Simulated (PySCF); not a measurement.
Al(Me)(OH)(SiH3) (CH7AlOSi), SMILES [CH3][Al]([OH])[SiH3]. Atoms are numbered in the order given.

```xyz
11

Al    -0.4112     0.0939    -0.3349
C     -1.7072    -1.3077    -0.7099
H     -2.4898    -0.9586    -1.4032
H     -2.2035    -1.6622     0.2105
H     -1.2279    -2.1946    -1.1603
O     -0.6709     1.5896    -1.1261
H     -0.1270     2.3784    -1.0507
Si     1.5115    -0.2003     1.1753
H      2.3570     1.0316     1.3089
H      2.4155    -1.3021     0.7043
H      1.0702    -0.5805     2.5586
```

The structure is a stationary point at r2SCAN-D4/def2-SVP. Other conformers were not sampled.

Two levels are set side by side: PBE/pcSseg-1 (PySCF) and PBE0/pcSseg-1 (PySCF). GIAO shifts against H2O (¹⁷O), TMS (²⁹Si), TMS (¹H), TMS (¹³C) at the same level; non-relativistic, no solvent, atoms listed together averaged. Differences are taken from unrounded values.

| quantity | PBE0 | PBE | PBE minus PBE0 |
|---|---|---|---|
| δ(¹³C) of C2 (ppm) | -4.1 | -3.9 | 0.2 |
| δ(¹⁷O) of O6 (ppm) | 105.3 | 126.3 | 20.9 |
| δ(¹H) of H7 (ppm) | 3.66 | 4.09 | 0.43 |
| δ(²⁹Si) of Si8 (ppm) | -137.9 | -145.4 | -7.5 |

Rough cost on one machine, each run with all the roots and properties that it gave: PBE0 against PBE within a factor of 2.
